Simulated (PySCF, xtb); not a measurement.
Si(H)(vinyl)(NH2)2 (C2H8N2Si), SMILES C=C[SiH](N)N.

GFN2-xTB run with xtb 6.7.1 at its own geometry gives an orbital gap of 4.14 eV and a dipole moment of 1.63 D.

The structure is a stationary point at r2SCAN-D4/def2-SVP. Other conformers were not sampled.

Q: What does PBE/def2-TZVP (PySCF) give? (Estimate from the structure and the level; the computed values follow.)

A: gap 4.32 eV (levels -5.62 and -1.30 eV), dipole 1.51 D.
